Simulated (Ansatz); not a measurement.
Program: Ansatz. Geometries: PBE0-D4/def2-TZVP. ΔE: electronic, gas phase. CCSD(T)/CBS is the MP2 limit (def2-TZVPP, def2-QZVPP) plus CCSD(T) − MP2 in def2-TZVPP, frozen cores. Functionals use def2-TZVPP. For Ge outer-core shells are correlated without core-valence functions, which leaves a few kJ/mol of doubt a bond. Scalar relativity is left out up to krypton. Each species was taken in one conformer, which may not be the lowest.

Consider the substitution at a C–Si bond: `C[SiH2][GeH3]` + `NC(O)O` → `COC(N)O` + `[SiH3][GeH3]`.

(1) Is it downhill or uphill in electronic energy at CCSD(T)/CBS, and by how much? (Best estimate.)

(2) What do these levels give: PBE-D4, r2SCAN-D4, ωB97M-V, HF/def2-TZVPP, SCS-MP2/def2-TZVPP, HF/CBS(def2)? (Estimate.)

Largest T1 diagnostic among the species: 0.012.

Answers

(1) Ansatz gave: Uphill: ΔE = +87.2 kJ/mol.

(2) The calculation gave: PBE-D4 85.1, r2SCAN-D4 85.6, ωB97M-V 85.1, HF/def2-TZVPP 72.5, SCS-MP2/def2-TZVPP 83.4, HF/CBS(def2) 72.3 kJ/mol.

In def2-TZVPP, CCSD(T) changes the Hartree–Fock value by +10.8 kJ/mol (the triples alone add +0.5 kJ/mol) and MP2 by +17.8 kJ/mol.
